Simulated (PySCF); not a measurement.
## Os⁶²⁺ (osmium, charge +62): Hartree-Fock from Schrödinger to Dirac-Coulomb-Breit

Occupied: 1s1/2, 2s1/2, 2p1/2, 2p3/2, 3s1/2, 3p1/2. Hartree-Fock calculated with PySCF 2.14 in an uncontracted even-tempered set (19 s from 8.8 bohr⁻², ratio 2.3; 16 p from 11 bohr⁻², ratio 2.3), Gaussian nucleus throughout. NR is non-relativistic, sf-X2C the spin-free one-electron X2C Hamiltonian, X2C adds the bare one-electron spin-orbit term, X2C-SNSO screens it by Boettger's factors, DC is four-component Dirac-Coulomb, and the Gaunt and Breit terms are added at first order (total energies over the DC spinors, levels after relaxing the spinors in that mean field). QED terms are absent. Levels marked empty are virtual spinors of this ion; the basis has s and p functions only, so 3d, which can lie below the n = 4 levels, is absent.

```tsv
Hamiltonian	E (hartree)	E − E(DC) (hartree)	CPU seconds
X2C	-12824.5815	4.5718	0.54
X2C-SNSO	-12822.8153	6.3381	0.55
DC	-12829.1533	0.0000	30
DC+Gaunt	-12812.0979	17.0555	50
DC+Breit	-12813.6304	15.5230	140
```

```
   level (eV)       X2C  X2C-SNSO        DC  DC+Gaunt  DC+Breit
        1s1/2  -79387.5  -79389.3  -79481.8  -79213.0  -79231.3
        2s1/2  -17960.4  -17961.1  -17974.5  -17944.6  -17946.9
        2p1/2  -17481.4  -17445.1  -17454.2  -17403.3  -17408.3
        2p3/2  -15841.4  -15853.2  -15862.6  -15829.8  -15834.6
        3s1/2   -7223.6   -7223.8   -7227.1   -7219.5   -7220.4
        3p1/2   -7057.4   -7048.0   -7050.4   -7037.3   -7039.0
3p3/2 (empty)   -6503.4   -6506.6   -6508.6   -6500.4   -6502.1
4s1/2 (empty)   -3782.1   -3782.2   -3783.4   -3780.5   -3780.9
```

```json
{"interval (eV)": "2p3/2 − 2p1/2", "X2C": "1640", "X2C-SNSO": "1592", "DC": "1592", "DC+Gaunt": "1574", "DC+Breit": "1574"}
```

Weight of the small component: 1s1/2 0.0826, 2s1/2 0.0193, 2p1/2 0.0192, 2p3/2 0.0173, 3s1/2 0.00748, 3p1/2 0.00740, 3p3/2 0.00686, 4s1/2 0.00379.

Koopmans' value for the highest occupied level at DC+Breit: 7039.0 eV, against an ionisation energy of 7039 ± 15 eV (theoretical estimate listed by NIST; NIST Atomic Spectra Database, ionization energies); the former lacks relaxation, correlation, QED and recoil.

The whole ladder took 230 s of wall time on 1 thread of Neoverse-N1 (shared host), launched as `OMP_NUM_THREADS=1 python relrun2.py TASK.json OUT` (a driver that calls PySCF for each Hamiltonian).

Dirac-Coulomb iterations, started from the X2C spinors:

```
with_ssss True, with_gaunt False, with_breit False
light speed = 137.03599967994
init E= -12735.2357923249
cycle= 1 E= -12829.1505648736  delta_E= -93.9  |g|= 3.65  |ddm|= 0.202
cycle= 2 E= -12829.1533197783  delta_E= -0.00275  |g|= 0.0493  |ddm|= 0.0136
cycle= 3 E= -12829.1533225662  delta_E= -2.79e-06  |g|= 0.00148  |ddm|= 0.000643
cycle= 4 E= -12829.1533225689  delta_E= -2.7e-09  |g|= 7.97e-06  |ddm|= 1.62e-05
```
